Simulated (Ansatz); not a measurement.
Mulliken charges of C$_{3}$HF$_{5}$ (`FC(F)=C(F)C(F)F`) from B3LYP/def2-TZVPP in Ansatz (PBE0-D4/def2-TZVP geometry).

```csv
atom,x (Å),y (Å),z (Å),charge (e)
F1,-0.703,-1.904,-0.455,-0.157
C2,-0.629,-0.713,-0.996,0.383
F3,-1.158,-0.684,-2.186,-0.139
C4,-0.078,0.333,-0.398,0.102
F5,-0.045,1.507,-1.021,-0.179
C6,0.523,0.290,0.959,0.288
F7,1.826,0.658,0.905,-0.193
F8,-0.102,1.174,1.775,-0.193
H9,0.454,-0.707,1.400,0.089
```

Q: By hand: the dipole of these point charges (1 e Å = 4.8032 D).

A: Σ q r = (-0.111, -0.448, 0.020) e Å, of length 0.462 e Å = 2.22 D.

Q: How does the dipole of the full density compare? (Best estimate.)

A: The calculation gave: (-0.109, -0.385, -0.012) e Å, 1.92 D; the point charges give 1.16 times that, at 5° from its direction.

Point charges leave out the atoms' own dipoles, such as those of lone pairs, and Mulliken's split depends on the basis, so the two needn't agree.

B3LYP here is the variant with VWN-RPA as its local correlation; programs differ in this.
